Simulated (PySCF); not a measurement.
Al(H)(NH2)(NMe2) (C₂H₉AlN₂), SMILES [N](C)(C)[AlH][NH2].

Geometry optimised at TPSSh-D3(BJ)/def2-SVP. The structure was generated by enumeration; whether it is a known compound was not checked. One conformer was computed; it need not be the lowest.

Two levels are set side by side: TDA-PBE/def2-SVPD (PySCF) and TDA-PBE0/def2-SVPD (PySCF). Vertical, same geometry. The lowest singlet is HOMO→LUMO 100 % with PBE and HOMO→LUMO 95 % with the other functional; states are paired by order. Differences are taken from unrounded values.

```csv
quantity,TDA-PBE
lowest singlet excitation (eV),4.32
lowest triplet excitation (TDA) (eV),4.08
first bright state (f over 0.05) (eV),4.94
its oscillator strength,0.15
```

Task: These are the TDA-PBE values. What does TDA-PBE0 give? (An estimate is asked for; the answer gives what the named calculation found.)

Result: 
| quantity | TDA-PBE0 | TDA-PBE minus TDA-PBE0 |
|---|---|---|
| lowest singlet excitation (eV) | 5.09 | -0.76 |
| lowest triplet excitation (TDA) (eV) | 4.62 | -0.55 |
| first bright state (f over 0.05) (eV) | 5.54 | -0.59 |
| its oscillator strength | 0.15 | 0.00 |

A lower first singlet is the usual sign of a functional without exact exchange. Differences between two approximate levels are no errors against the true value.

Rough cost on one machine, each run with all the roots and properties that it gave: TDA-PBE0 against TDA-PBE within a factor of 2.
